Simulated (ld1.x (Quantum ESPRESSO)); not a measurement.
What the settings do to the TM potential of La

Base potential:

ld1.x (Quantum ESPRESSO) 7.5 input, shortened:

```
&input
   title='La', zed=57., rel=1, dft='PBE', iswitch=3,
   config='[Xe] 4f0 5d1 6s2 6p0'
 /
 &inputp
   pseudotype=2, tm=.true., lloc=2,
   nlcc=.false.
 /
4
5S  1  0   2.00   0.00  2.80  2.80  0.0
5P  2  1   6.00   0.00  2.80  2.80  0.0
4F  4  3   0.00   0.00  1.55  1.55  0.0
5D  3  2   1.00   0.00  3.50  3.50  0.0
 &test
   configts(1)='4f0 5s2 5p6 5d1 6s2 6p0'
 /
```

Occupied shells without a wave of their own: 6s. They enter only through the test configuration that unscreens the potential.

Cutoffs, loose and tight: the cutoffs (Ry, on a coarse ladder) from which the occupation-weighted sum of valence levels, in a spherical-Bessel basis at the reference potential, stays within 10 and 1 mRy of its value at 400 Ry. They do not see the model core or the augmentation charge, which bear on the density cutoff. Test errors are all-electron minus pseudo excitation energies from the reference, over the configurations 4f0 5s2 5p6 5d1 6s1 6p0; 4f0 5s2 5p6 5d1 6s0 6p0; 4f0 5s2 5p6 5d0 6s0 6p0; 4f0 5s2 5p6 5d2 6s0 6p0; 4f0 5s1 5p6 5d1 6s2 6p0; 4f0 5s2 5p5 5d1 6s2 6p0; 4f0 5s2 5p6 5d1 6s1 6p1. A dash means not determined; rows that change the core or the reference have their own tests.

For the base: The cutoffs count occupied waves only; the empty 4f level needs 140 Ry at the loose tolerance.

Cutoffs are not given where the Bessel-basis levels miss the radial ones by over 6 mRy, ghosts where they miss by over 20 mRy; a channel whose overlap is not positive is not tested.

On the changes marked as counting shells twice: ld1.x takes every shell without a wave as core, so the model core holds the marked electrons as well and exchange and correlation see them twice. This cancels in the reference configuration, but the file is broken for other ones, and its errors say nothing about a proper core correction.

A file whose overlap is not positive is unfit for use, and its test errors describe a broken file.

| change | outcome | cutoff, loose | cutoff, tight | bound ghosts | largest test error (meV) |
| --- | --- | --- | --- | --- | --- |
| base | generated, misses its reference levels by 0.62 eV | 15 Ry | 25 Ry | none | +3048 |
| all radii scaled by about 1.17 (s 3.28, p 3.28, d 4.10, f 1.82 bohr) | failed: the pseudo-atom did not reach self-consistency | – | – | – | – |
| wave 5p (bound): rc 2.80 bohr becomes 5p (bound): rc 2.86 bohr | generated, misses its reference levels by 0.62 eV | 12 Ry | 25 Ry | none | +3049 |
| type ultrasoft; waves now 5s (bound): rcut 2.45, rcutus 2.80 bohr; 6s (bound): rcut 2.45, rcutus 2.80 bohr; 5p (bound): rcut 2.45, rcutus 2.80 bohr; 6p (bound): rcut 2.45, rcutus 2.80 bohr; 5d (bound): rcut 3.05, rcutus 3.50 bohr; 5d channel at 0.5 Ry: rcut 3.05, rcutus 3.50 bohr; 4f (bound): rcut 1.35, rcutus 1.55 bohr; 4f channel at 1.25 Ry: rcut 1.35, rcutus 1.55 bohr; local potential all-electron potential smoothed inside 2.90 bohr (lloc = -1); augmentation PSQ, inside the norm-conserving radii | generated, overlap not positive | – | – | not determined (overlap not positive) | test run stopped at test 1 of 7 (negative rho) |
| wave 5s (bound): rc 2.80 bohr becomes 5s (bound): rc 1.98 bohr | failed: the pseudo-atom did not reach self-consistency | – | – | – | – |
| core correction a·sin(br)/r model core inside 1.58 bohr (6s counted twice) | generated, misses its reference levels by 0.62 eV | 15 Ry | 25 Ry | none | +2255 |
| wave 4f (bound): rc 1.55 bohr becomes 4f (bound): rc 2.02 bohr | generated, misses its reference levels by 0.62 eV | 15 Ry | 25 Ry | none | +3048 |
| type ultrasoft; waves now 5s (bound): rcut 2.45, rcutus 2.80 bohr; 6s (bound): rcut 2.45, rcutus 2.80 bohr; 5p (bound): rcut 2.45, rcutus 2.80 bohr; 6p (bound): rcut 2.45, rcutus 2.80 bohr; 5d (bound): rcut 3.05, rcutus 3.50 bohr; 5d channel at 0.1 Ry: rcut 3.05, rcutus 3.50 bohr; 4f (bound): rcut 1.35, rcutus 1.55 bohr; 4f channel at 1.95 Ry: rcut 1.35, rcutus 1.55 bohr; local potential all-electron potential smoothed inside 1.60 bohr (lloc = -2); augmentation built from norm-conserving waves at rcut, not smoothed further | failed: the pseudo-atom did not reach self-consistency | – | – | – | – |

(1) What comes out with this change to the base: wave 5s (bound): rc 2.80 bohr becomes 5s (bound): rc 3.68 bohr?

(2) What comes out with this change to the base: reference 4f0 5s2 5p6 5d1 6s0 6p0?

(3) What comes out with this change to the base: wave 5d (bound): rc 3.50 bohr becomes 5d (bound): rc 3.62 bohr?

Answers

(1) outcome: generated; cutoff, loose: 12 Ry; cutoff, tight: 21 Ry; bound ghosts: none; largest test error (meV): +458.

(2) outcome: generated; cutoff, loose: 12 Ry; cutoff, tight: 21 Ry; bound ghosts: none; largest test error (meV): -1954.

(3) outcome: generated, misses its reference levels by 0.70 eV; cutoff, loose: 15 Ry; cutoff, tight: 25 Ry; bound ghosts: none; largest test error (meV): +3465.
